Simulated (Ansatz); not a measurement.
Stretching the Ge1–H3 bond in GeH4Se (SMILES [GeH3][SeH]) (multiplicity 1 held, fragments rigid). Energies count from the point at 1.537 Å.
Geometry at that point (charge 0, multiplicity 1):
```xyz
6

Ge    -1.091     0.399     0.139
Se     1.113    -0.447    -0.157
H     -1.310     1.643    -0.736
H     -2.012    -0.744    -0.309
H     -1.339     0.744     1.615
H      1.743     0.793     0.325
```

Signs of static correlation in cc-pVTZ, with CASSCF(2,2), from Ansatz (a program for electronic structure) runs.

```json
[
 {"R (Å)": "1.229", "T1 of restricted CCSD": "0.010", "⟨S²⟩ of UHF": "0.000", "largest double amplitude of restricted CCSD": "0.033", "weight of the CASSCF reference in MRCISD": "0.887", "CASSCF natural occupations": "1.99 0.01"},
 {"R (Å)": "1.383", "T1 of restricted CCSD": "0.010", "⟨S²⟩ of UHF": "0.000", "largest double amplitude of restricted CCSD": "0.033", "weight of the CASSCF reference in MRCISD": "0.887", "CASSCF natural occupations": "1.98 0.02"},
 {"R (Å)": "1.537", "T1 of restricted CCSD": "0.010", "⟨S²⟩ of UHF": "0.000", "largest double amplitude of restricted CCSD": "0.035", "weight of the CASSCF reference in MRCISD": "0.886", "CASSCF natural occupations": "1.98 0.02"},
 {"R (Å)": "1.691", "T1 of restricted CCSD": "0.011", "⟨S²⟩ of UHF": "0.000", "largest double amplitude of restricted CCSD": "0.037", "weight of the CASSCF reference in MRCISD": "0.886", "CASSCF natural occupations": "1.97 0.03"},
 {"R (Å)": "1.844", "T1 of restricted CCSD": "0.011", "⟨S²⟩ of UHF": "0.000", "largest double amplitude of restricted CCSD": "0.041", "weight of the CASSCF reference in MRCISD": "0.886", "CASSCF natural occupations": "1.95 0.05"},
 {"R (Å)": "2.075", "T1 of restricted CCSD": "0.013", "⟨S²⟩ of UHF": "0.000", "largest double amplitude of restricted CCSD": "?", "weight of the CASSCF reference in MRCISD": "0.885", "CASSCF natural occupations": "1.92 0.08"},
 {"R (Å)": "2.305", "T1 of restricted CCSD": "0.016", "⟨S²⟩ of UHF": "0.329", "largest double amplitude of restricted CCSD": "0.086", "weight of the CASSCF reference in MRCISD": "0.885", "CASSCF natural occupations": "1.87 0.13"},
 {"R (Å)": "2.689", "T1 of restricted CCSD": "0.025", "⟨S²⟩ of UHF": "0.760", "largest double amplitude of restricted CCSD": "0.240", "weight of the CASSCF reference in MRCISD": "0.885", "CASSCF natural occupations": "1.75 0.25"},
 {"R (Å)": "3.074", "T1 of restricted CCSD": "0.039", "⟨S²⟩ of UHF": "0.916", "largest double amplitude of restricted CCSD": "0.391", "weight of the CASSCF reference in MRCISD": "0.885", "CASSCF natural occupations": "1.56 0.44"},
 {"R (Å)": "3.535", "T1 of restricted CCSD": "?", "⟨S²⟩ of UHF": "0.980", "largest double amplitude of restricted CCSD": "0.568", "weight of the CASSCF reference in MRCISD": "0.885", "CASSCF natural occupations": "1.35 0.65"},
 {"R (Å)": "4.150", "T1 of restricted CCSD": "0.076", "⟨S²⟩ of UHF": "1.003", "largest double amplitude of restricted CCSD": "0.756", "weight of the CASSCF reference in MRCISD": "0.886", "CASSCF natural occupations": "1.16 0.84"},
 {"R (Å)": "4.918", "T1 of restricted CCSD": "0.085", "⟨S²⟩ of UHF": "1.007", "largest double amplitude of restricted CCSD": "0.884", "weight of the CASSCF reference in MRCISD": "0.886", "CASSCF natural occupations": "1.06 0.94"}
]
```

**Question.** Some entries are withheld; supply them.

**Answer.** 
- 2.075, largest double amplitude of restricted CCSD: 0.056
- 3.535, T1 of restricted CCSD: 0.058

Doubts at one or more of the structures used: a restricted determinant that unrestricted orbitals would lower (R-CCSD(T)/cc-pVTZ); other coupled-cluster roots lie near (R-CCSD(T)/cc-pVTZ); T1 above 0.05 (R-CCSD(T)/cc-pVTZ, U-CCSD(T)/cc-pVTZ); a spin-contaminated determinant (U-CCSD(T)/cc-pVTZ).
